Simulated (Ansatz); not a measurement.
Geometry optimisation, Ansatz, RKS PBE0/def2-SVP.

Input file:

```yaml
crystal:
  periodic: [false, false, false]
  atoms:
    - { symbol: F, position_ang: [-2.0272, 0.351, 0.4719] }
    - { symbol: Si, position_ang: [-1.0204, 1.5327, 0.8329] }
    - { symbol: "N", position_ang: [0.3833, 0.7379, 1.2196] }
    - { symbol: Si, position_ang: [1.2221, 0.0617, -0.1392] }
    - { symbol: Si, position_ang: [0.0865, -1.7622, -1.1839] }
    - { symbol: H, position_ang: [-1.4828, 2.2556, 2.0447] }
    - { symbol: H, position_ang: [-0.8024, 2.4711, -0.2953] }
    - { symbol: H, position_ang: [0.24, 0.0355, 1.9103] }
    - { symbol: H, position_ang: [1.441, 1.1455, -1.0723] }
    - { symbol: H, position_ang: [2.4586, -0.4383, 0.3808] }
    - { symbol: H, position_ang: [-1.1667, -1.3051, -1.8313] }
    - { symbol: H, position_ang: [-0.2451, -2.7732, -0.1283] }
    - { symbol: H, position_ang: [0.9334, -2.3471, -2.195] }
basis:
  gaussian: { orbitals: def2-SVP }
hamiltonian:
  xc: pbe0
relax:
  f_tol: 0.02
  max_steps: 50
```

Launched with:

```bash
$ ansatz run input.yaml --threads 2 --pin off --max-ram 3072MiB --backend cpu --events-out ev --progress --plain --runs-dir out
```

**Question.** Where does it end, and by what steps?

**Answer.** It converged. The force dipped under the threshold on the way, but the program's further checks kept it going. After 25 steps the energy has fallen by 0.529 eV; F1 moved furthest, 1.25 Å.

```tsv
step	energy less start (eV)	largest force component (eV/Å)	accepted
0	0.0000	1.953	yes
1	-0.3911	0.715	yes
2	-0.4716	0.400	yes
3	-0.4957	0.411	yes
4	-0.3592	0.656	no
5	-0.5103	0.159	yes
6	-0.5132	0.019	yes
7	-0.5141	0.051	yes
8	-0.5148	0.051	yes
9	-0.5156	0.062	yes
10	-0.5163	0.140	yes
11	-0.5175	0.177	yes
12	-0.5193	0.179	yes
13	-0.5201	0.216	yes
14	-0.5207	0.206	yes
15	-0.5244	0.049	yes
16	-0.5255	0.020	yes
17	-0.5265	0.086	yes
18	-0.5276	0.046	yes
19	-0.5281	0.008	yes
20	-0.5285	0.050	yes
21	-0.5279	0.134	no
22	-0.5289	0.037	yes
23	-0.5289	0.037	yes
24	-0.5290	0.029	yes
25	-0.5290	0.018	yes
```

```xyz
13
Properties=species:S:1:pos:R:3
F -2.528 1.493 0.420
Si -1.064 1.839 1.043
N -0.003 0.485 1.002
Si 1.064 -0.036 -0.292
Si 0.351 -2.074 -1.225
H -1.300 2.232 2.458
H -0.491 2.924 0.207
H -0.095 -0.164 1.781
H 1.041 1.045 -1.323
H 2.469 -0.191 0.206
H -0.993 -1.916 -1.861
H 0.245 -3.110 -0.148
H 1.324 -2.560 -2.253
```

Whether the end is a true minimum wasn't checked by a vibrational analysis.

Time of the run: 74 s on 2 threads of Arm Neoverse V2 (shared host), peak memory 0.3 GiB.
